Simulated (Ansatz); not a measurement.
Species: BNH2Br, charge 0, doublet. BNH2Br (SMILES [NH]BBr, doublet).
B3LYP-D3(BJ)/def2-TZVP minimum from Ansatz (a first-principles code):
```xyz
5

B     -0.3535    -1.2168    -0.2827
H     -1.1288    -1.5554    -1.1166
Br    -0.0120     0.7002    -0.0592
N      0.3992    -2.0723     0.4554
H      0.5210    -2.3604     1.4128
```
Charge 0, spin multiplicity 2.

Quantity: atomisation energy (electronic, to ground-state atoms), in kcal/mol. Radicals and triplets start from unrestricted determinants; spin-orbit coupling is neglected. Correlated methods leave the cores frozen (noble-gas shells, and filled d and f shells in the p block). No relativity. CBS(X,Y): correlation extrapolated as X^-3, Hartree-Fock from the larger set. A bracket is a step between two methods taken in the basis named. Double hybrids freeze cores in their MP2 part. For partners of very few electrons the exact lower level stands in for a higher one. Spin-orbit terms, left out, reach several kcal/mol for Br and I, and more for heavier atoms.

CCSD(T)/CBS(cc-pVTZ,cc-pVQZ) + [CCSDT(Q) - CCSD(T)]/cc-pVDZ (Ansatz) gives 373.3 kcal/mol.

**Question.** What does PBE/def2-TZVPD (Ansatz) give here, and how do the other levels compare?

**Answer.** PBE gives 392.1 kcal/mol, 18.8 kcal/mol above it. Differences of the others: r2SCAN/def2-TZVPD (Ansatz) 10.8; B3LYP/def2-TZVPD (Ansatz) 6.1; PBE0/def2-TZVPD (Ansatz) 7.9; wB97M-V/def2-TZVPD (Ansatz) 5.3; B2PLYP/def2-TZVPD (Ansatz) 0.4; CCSD(T)/CBS(cc-pVTZ,cc-pVQZ) (Ansatz) -0.7 kcal/mol.
